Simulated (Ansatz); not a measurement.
Start from `CO[SiH]([SiH3])Cl` and change one atom or group to get `CO[SiH](O)[SiH3]`.

Ansatz, PBE0-D4/def2-TZVP geometries, multiplicity 1. Each molecule was computed in one conformer, which needn't be the lowest.

| property | `CO[SiH]([SiH3])Cl` |
| --- | --- |
| HOMO–LUMO gap (PBE/def2-TZVPP) / eV | 5.83 |
| HOMO–LUMO gap (B3LYP/def2-TZVPP) / eV | 7.56 |
| ideal-gas entropy at 298 K and 1 bar (rigid rotor, harmonic PBE0-D4/def2-TZVP) / J/(mol·K) | 392 |
| HOMO energy (PBE0/def2-TZVPP) / eV | -8.09 |
| size of the dipole moment (ωB97M-V/def2-TZVPP) / D | 1.42 |
| LUMO energy (B3LYP/def2-TZVPP) / eV | -0.33 |

Task: Give the same properties after the change, and the shifts. (An estimate is asked.)

Result: Computed: 
```csv
property,`CO[SiH](O)[SiH3]`,shift
HOMO–LUMO gap (PBE/def2-TZVPP) / eV,5.73,-0.10
HOMO–LUMO gap (B3LYP/def2-TZVPP) / eV,7.39,-0.17
"ideal-gas entropy at 298 K and 1 bar (rigid rotor, harmonic PBE0-D4/def2-TZVP) / J/(mol·K)",390,-2
HOMO energy (PBE0/def2-TZVPP) / eV,-7.89,0.20
size of the dipole moment (ωB97M-V/def2-TZVPP) / D,1.18,-0.24
LUMO energy (B3LYP/def2-TZVPP) / eV,-0.30,0.03
```

With PBE0 the HOMO rises by 0.20 eV and the LUMO rises by 0.08 eV, so the gap narrows by about 0.12 eV. PBE moves the HOMO by 0.21 eV and ωB97M-V by 0.20 eV. The zero-point energy changes by 32.8 kJ/mol with +3 modes. Dipoles are sizes alone; their direction can turn.

B3LYP here is the variant with VWN-RPA as its local correlation; programs differ in this.
